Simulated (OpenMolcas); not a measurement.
Pt²⁺.

```yaml
Program: OpenMolcas 26.06
Basis: ANO-RCC-VTZP [8s7p5d3f1g]
Scalar_Hamiltonian: DKH2, point nucleus
Active_space: 8 electrons in 9 orbitals (RAS2 5d 6s; RAS3 6p, at most 2 electrons)
State_averaging: 2S+1 = 3 even, 90 roots; 2S+1 = 5 even, 15 roots kept (CI in the orbitals of an earlier block); 2S+1 = 1 even, 90 roots kept (CI in the orbitals of an earlier block, 68 in the spin-orbit step); 2S+1 = 3 odd, 87 roots (21 in the spin-orbit step); 2S+1 = 7 odd, 5 roots kept (CI in the orbitals of an earlier block, 0 in the spin-orbit step); 2S+1 = 5 odd, 30 roots kept (CI in the orbitals of an earlier block, 22 in the spin-orbit step); 2S+1 = 1 odd, 61 roots kept (CI in the orbitals of an earlier block, 0 in the spin-orbit step)
Spin-orbit_coupling: RASSI with atomic mean-field integrals over the reference wave functions, term energies averaged over their components
```

Two sets of levels on these reference wave functions, in cm-1 above 5d8 3F4: one from RASSCF and one from MS-RASPT2, IPEA 0.25 Eh, imaginary shift 0.1 Eh (closed shells correlated: 5s 5p).

```json
{"Level": "5d8 3F4", "Set 1": "0.0", "Set 2": "0.0"}
{"Level": "5d8 3F3", "Set 1": "10520", "Set 2": "10370"}
{"Level": "5d7 6s 5F5", "Set 1": "19950", "Set 2": "15170"}
{"Level": "5d8 3P0", "Set 1": "15480", "Set 2": "18860"}
{"Level": "5d8 3P1", "Set 1": "17140", "Set 2": "19800"}
{"Level": "5d7 6s 5F4 [74 %]", "Set 1": "25940", "Set 2": "21030"}
{"Level": "5d8 1G4", "Set 1": "22140", "Set 2": "25040"}
{"Level": "5d7 6s 5F3", "Set 1": "30460", "Set 2": "26010"}
{"Level": "5d7 6s 5F2 [71 %]", "Set 1": "32450", "Set 2": "28480"}
{"Level": "5d7 6s 5F1 [64 %]", "Set 1": "33420", "Set 2": "29450"}
{"Level": "5d7 6s 3F4(1) [59 %]", "Set 1": "34770", "Set 2": "31750"}
{"Level": "5d7 6s 5P3 [75 %]", "Set 1": "35410", "Set 2": "33400"}
{"Level": "5d7 6s 5P2 [55 %]", "Set 1": "35130", "Set 2": "33700"}
{"Level": "5d7 6s 5P1 [58 %]", "Set 1": "39690", "Set 2": "38170"}
{"Level": "5d7 6s 3G5 [65 %]", "Set 1": "41450", "Set 2": "38320"}
{"Level": "5d7 6s 3F3(1) [62 %]", "Set 1": "41500", "Set 2": "38540"}
```

Question: Which set is which?

Answer: Set 1 is MS-RASPT2. Its levels of the other terms of 5d8 lie at 0.82 to 0.88 of the other set's values, as expected, since terms of lower spin or lower L gain more correlation energy than the Hund ground term. Against 5 measured levels (NIST levels as listed in McCann et al., Mon. Not. R. Astron. Soc. 538, 537 (2025)) the mean absolute deviation is 870 cm-1 with it and 3600 cm-1 without; single levels miss by up to 1900 cm-1 with it.

CASPT2 does not keep the components of a term degenerate, so their means are used; among the terms shown or strongly mixed into the levels shown the widest spread is 1400 cm-1 (5d8 1G, MS-RASPT2). Some high roots are left out of the spin-orbit mixing, which shifts the levels that they would mix with. Terms from blocks run as CI alone lack orbitals of their own. A single d shell beside an s shell can misplace configurations of different d count against each other. Without dynamic correlation excited terms often stand tens of per cent too high (terms of higher spin than the ground term too low), and those without a measured partner can miss by more than the paired ones (holds for RASSCF). Blocks of more than 70 roots (2S+1 = 3 even) ran without multistate coupling (holds for MS-RASPT2). Measured partners are found by configuration, term and J. A level has none where our copy of the source lacks it or the pairing is in doubt (some pairs that miss far off the trend of their configuration count as doubtful), and it then counts in no deviation. Only configurations of the active space appear. The table leaves out levels that lie high or whose names do not pair safely across all columns.

A share in square brackets marks a mixed level and gives the weight of the term that names it, the lowest over the columns. A number in round brackets counts repeated terms of one configuration in the order of the reference energies.
